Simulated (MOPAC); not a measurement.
MOPAC input (PM6):

```
PM6 1SCF GEO-OK AUX(PRECISION=9) THREADS=1
FK

K    -0.00000000 1   -0.00000000 1   -0.70776611 1
F     0.00000000 1    0.00000000 1    1.49417289 1
```

Output:

```
 *******************************************************************************
 **                                                                           **
 **                              MOPAC v23.2.5                                **
 **                                                                           **
 *******************************************************************************
 ** MOPAC's Digital Object Identifier: https://doi.org/10.5281/zenodo.6511958 **
 **                                                                           **
 ** Please cite the open-source release paper for use of this MOPAC version:  **
 ** J. E. Moussa and J. J. P. Stewart (2026)                                  **
 ** MOPAC: An open-source semiempirical molecular orbital program             **
 ** J. Open Source Softw., 11(119), 8025, https://doi.org/10.21105/joss.08025 **
 *******************************************************************************

                              PM6 CALCULATION RESULTS

 *******************************************************************************
 *  PM6        - The PM6 Hamiltonian to be used
 *  GEO-OK     - OVERRIDE INTERATOMIC DISTANCE AND OTHER SAFETY CHECKS
 *  1SCF       - DO 1 SCF AND THEN STOP
 *  AUX        - OUTPUT AUXILIARY INFORMATION
 *******************************************************************************
PM6 1SCF GEO-OK AUX(PRECISION=9) THREADS=1
 FK

   ATOM   CHEMICAL          X               Y               Z
  NUMBER   SYMBOL      (ANGSTROMS)     (ANGSTROMS)     (ANGSTROMS)

     1       K         -0.00000000  *  -0.00000000  *  -0.70776611  *
     2       F          0.00000000  *   0.00000000  *   1.49417289  *

          CARTESIAN COORDINATES

    NO.       ATOM           X           Y           Z

     1         K         -0.0000     -0.0000     -0.7078
     2         F          0.0000      0.0000      1.4942

 General Reference for PM6:
 "Optimization of Parameters for Semiempirical Methods V: Modification of NDDO Approximations
 and Application to 70 Elements", J. J. P. Stewart, J. Mol. Mod., 13, 1173-1213 (2007)
 URL: https://link.springer.com/article/10.1007/s00894-007-0233-4

           Empirical Formula: K F  =     2 atoms

      MOLECULAR POINT GROUP   :   C*v

      RHF CALCULATION, NO. OF DOUBLY OCCUPIED LEVELS = 4

 -------------------------------------------------------------------------------
 PM6 1SCF GEO-OK AUX(PRECISION=9) THREADS=1
 FK

     1SCF WAS SPECIFIED, SO BFGS WAS NOT USED
     SCF FIELD WAS ACHIEVED

                              PM6 CALCULATION
                                                       MOPAC v23.2.5 Linux

          FINAL HEAT OF FORMATION =        -72.92324 KCAL/MOL =    -305.11083 KJ/MOL

          COSMO AREA              =        133.33 SQUARE ANGSTROMS
          COSMO VOLUME            =        143.28 CUBIC ANGSTROMS

          IONIZATION POTENTIAL    =          8.809669 EV
          HOMO LUMO ENERGIES (EV) =         -8.810  0.507
          NO. OF FILLED LEVELS    =          4
          MOLECULAR WEIGHT        =         58.0967         POINT GROUP:  C*v

          MOLECULAR DIMENSIONS (Angstroms)

            Atom       Atom       Distance
            F     2    K     1     2.20194
            F     2    K     1     0.00000
            K     1    F     2     0.00000

          SCF CALCULATIONS        =          1

   ATOM   CHEMICAL          X               Y               Z
  NUMBER   SYMBOL      (ANGSTROMS)     (ANGSTROMS)     (ANGSTROMS)

     1       K         -0.00000000  *  -0.00000000  *  -0.70776611  *
     2       F          0.00000000  *   0.00000000  *   1.49417289  *

                             CARTESIAN COORDINATES

   1    K       -0.000000000    -0.000000000    -0.707766110
   2    F        0.000000000     0.000000000     1.494172890

           Empirical Formula: K F  =     2 atoms

      MOLECULAR POINT GROUP   :   C*v

                  EIGENVALUES
 -30.78522  -8.93327  -8.93327  -8.80967   0.50725   2.17846   2.72186   2.72186

              NET ATOMIC CHARGES AND DIPOLE CONTRIBUTIONS

  ATOM NO.   TYPE          CHARGE      No. of ELECS.   s-Pop       p-Pop
    1          K           0.858027        0.1420     0.00010     0.14187
    2          F          -0.858027        7.8580     1.96859     5.88944
 DIPOLE           X         Y         Z       TOTAL
 POINT-CHG.     0.000     0.000    -9.075     9.075
 HYBRID         0.000    -0.000    -0.053     0.053
 SUM            0.000    -0.000    -9.128     9.128

          ATOMIC ORBITAL ELECTRON POPULATIONS

     Atom    s        px        py        pz
    1  K   0.00010   0.02347   0.02347   0.09493
    2  F   1.96859   1.97653   1.97653   1.93639

 **********************
 *                    *
 * JOB ENDED NORMALLY *
 *                    *
 **********************

 == MOPAC DONE ==
```
